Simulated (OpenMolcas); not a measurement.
P+: thermal populations, the spin-orbit constant, Slater's ratio, worked from levels

```yaml
Program: OpenMolcas
Basis: ANO-R2 [5s4p3d1f]
Scalar_Hamiltonian: X2C, finite nucleus
Active_space: 4 electrons in 4 orbitals (3s 3p)
State_averaging: 2S+1 = 3 even, 3 roots; 2S+1 = 1 even, 6 roots; 2S+1 = 5 odd, 1 root; 2S+1 = 3 odd, 9 roots; 2S+1 = 1 odd, 8 roots
Spin-orbit_coupling: state interaction with AMFI integrals over the reference wave functions, term energies averaged over their components
```

Methods: CASSCF; SS-CASPT2, IPEA 0.25 Eh, imaginary shift 0.1 Eh (closed shells correlated: 2s 2p). Measured levels: NIST Handbook of Basic Atomic Spectroscopic Data.

**Thermal populations.** Z = Σ (2J + 1) exp(-E/kT) with k = 0.695035 cm-1/K, over the levels below. No other level of either list lies under 76700 cm-1, which is above 7 kT at each temperature.

| Level | 2J + 1 | SS-CASPT2 | measured |
| --- | --- | --- | --- |
| 3s² 3p² ³P₀ | 1 | 0.0 | 0.0 |
| 3s² 3p² ³P₁ | 3 | 145 | 165 |
| 3s² 3p² ³P₂ | 5 | 416 | 469 |
| 3s² 3p² ¹D₂ | 5 | 8600 | 8882 |
| 3s² 3p² ¹S₀ | 1 | 20470 | 21576 |
| 3s 3p³ ⁵S°₂ | 5 | 41880 | 45697 |
| 3s 3p³ ³D°₂ | 5 | 63520 | 65272 |
| 3s 3p³ ³D°₁ | 3 | 63520 | 65251 |
| 3s 3p³ ³D°₃ | 7 | 63520 | 65307 |

| T (K) | Z, SS-CASPT2 | Z, measured levels | Ground level (%), SS-CASPT2 | Ground level (%), measured levels |
| --- | --- | --- | --- | --- |
| 5000 | 8.737 | 8.620 | 11.4 | 11.6 |
| 8000 | 9.655 | 9.542 | 10.4 | 10.5 |
| 12000 | 10.614 | 10.494 | 9.4 | 9.5 |

At 12000 K, kT = 8340 cm-1, and the computed levels give Z = 1.000 + 2.948 + 4.757 + 1.783 + 0.086 + 0.033 + 0.002 + 0.001 + 0.003 = 10.614.

**The spin-orbit constant.** For the Hund term ³P of p2, E(J) = (A/2) J(J+1) + constant and ζ = 2S·A = 2A. From J = 0 to J = 2 the energy changes by 3 A.

```csv
Source,E(2) - E(0),A,ζ
CASSCF,417.1,139.0,278
SS-CASPT2,416.0,138.7,277
measured,469.1,156.4,313
```

All in cm-1. SS-CASPT2 is off by -11.3 % and CASSCF by -11.1 %. Both methods take the spin-orbit matrix elements from the reference wave functions, so the second can move ζ only through the term energies and any multistate remixing. Second-order mixing with other terms is absorbed into this ζ.

**Slater's ratio.** With one set of orbitals, p2 has ¹D - ³P = 6 F2 and ¹S - ¹D = 9 F2 (F2 = F²/25), a ratio of 3/2. Term energies are centres of gravity, weighted by 2J + 1.

```csv
Source,¹D - ³P,¹S - ³P,F2 from the first,Ratio
CASSCF,11378,20564,1896,0.807
SS-CASPT2,8321,20188,1387,1.426
measured,8567,21260,1428,1.482
```

Energies in cm-1. A ratio away from 3/2 shows effects beyond one configuration with one set of orbitals, and in heavier atoms second-order spin-orbit shifts. In CASSCF the valence s occupation is 1.89 in ¹S against 1.97 in ¹D: mixing out of s² acts most on ¹S and pulls it down.

Term energies are means over components that CASPT2 splits; among the terms shown or strongly mixed into the levels shown the widest spread is 350 cm-1 (3s 3p³ ³D°, SS-CASPT2). Over all roots computed the reference weight is 0.85 to 0.98 in SS-CASPT2; the roots of lowest weight are the least certain, and an intruder state may touch them. Terms of s pⁿ other than that of highest spin mix with s² pⁿ⁻² d, which this space lacks; all of them can be thousands of cm-1 off, and some have no real level of that name. Without dynamic correlation excited terms often stand tens of per cent too high (terms of higher spin than the ground term too low), and those without a measured partner can miss by more than the paired ones (holds for CASSCF). Computed and measured levels are paired by configuration, term and J; levels that our copy of the source lacks, or whose pairing is in doubt (as where it misses far off the trend of its configuration), stay unpaired and out of the deviations. Levels of configurations outside the active space are missing.

° marks odd parity.
